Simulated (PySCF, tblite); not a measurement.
Energy landscape of Al2O, singlet: symmetric bend, bond length relaxed. Scanned: Al-O-Al angle. Other coordinates (O-Al bond length) were minimised at B3LYP/def2-TZVP. Each profile is relative to its own lowest point.

```json
[
 {"a / °": "180", "A": "0.0", "B": "0.0", "C": "0.0"},
 {"a / °": "170", "A": "0.5", "B": "1.5", "C": "0.3"},
 {"a / °": "160", "A": "2.0", "B": "5.9", "C": "1.1"},
 {"a / °": "150", "A": "4.9", "B": "12.9", "C": "2.8"},
 {"a / °": "140", "A": "9.5", "B": "22.3", "C": "5.6"},
 {"a / °": "130", "A": "16.6", "B": "33.3", "C": "10.3"},
 {"a / °": "120", "A": "27.1", "B": "45.6", "C": "17.9"},
 {"a / °": "110", "A": "42.3", "B": "58.9", "C": "30.0"},
 {"a / °": "100", "A": "64.4", "B": "74.2", "C": "48.7"},
 {"a / °": "90", "A": "98.3", "B": "99.6", "C": "78.2"},
 {"a / °": "80", "A": "155.4", "B": "153.1", "C": "128.3"}
]
```

Energies in kJ/mol.

Q: Assign the columns to these levels of theory: GFN2-xTB, 300 K electronic temperature (tblite 0.5.0); PBE0/cc-pVTZ in PySCF 2.14.0; restricted LDA (SVWN5)/6-31G*, spherical d (PySCF 2.14.0).

A: A is PBE0; B is GFN2-xTB; C is RKS-LDA (SVWN5)/6-31G*.
